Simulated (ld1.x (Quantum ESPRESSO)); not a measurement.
**Reading a pseudo-wave (nitrogen)**

Columns: radius, all-electron u(r) and pseudo u(r) of the 2s shell (level -49.16 eV) of nitrogen in the configuration [He] 2s2 2p1; PBE, scalar-relativistic, ultrasoft scheme, ld1.x (Quantum ESPRESSO) 7.5.

```csv
r (bohr),all-electron,pseudo
0.113,0.4356,-0.0652
0.225,0.2649,-0.1587
0.338,-0.0654,-0.2970
0.450,-0.3824,-0.4703
0.563,-0.6356,-0.6546
0.675,-0.8107,-0.8116
0.788,-0.9158,-0.9158
0.900,-0.9612,-0.9612
1.013,-0.9616,-0.9616
1.125,-0.9299,-0.9299
1.238,-0.8763,-0.8763
1.350,-0.8105,-0.8105
1.463,-0.7377,-0.7377
1.575,-0.6638,-0.6638
1.688,-0.5909,-0.5909
1.800,-0.5222,-0.5222
1.913,-0.4579,-0.4579
2.025,-0.3996,-0.3996
2.138,-0.3467,-0.3467
2.250,-0.2998,-0.2998
2.363,-0.2578,-0.2578
2.475,-0.2213,-0.2213
2.588,-0.1890,-0.1890
2.700,-0.1612,-0.1612
2.813,-0.1369,-0.1369
2.925,-0.1161,-0.1161
```

(1) How many radial nodes do the two functions have?

(2) At about which radius was the pseudo-wave matched?

(3) Is the pseudo-wave norm-conserving?

## Answers

(1) The all-electron 2s function has n − l − 1 = 1; the pseudo-wave has 0, since the states of the same l below it are removed with the core.

(2) 0.75 bohr, where the columns begin to agree (steps of 0.11 bohr).

(3) No, it belongs to an ultrasoft set: the norm inside the radius is not constrained, and the difference is carried by the augmentation charge.
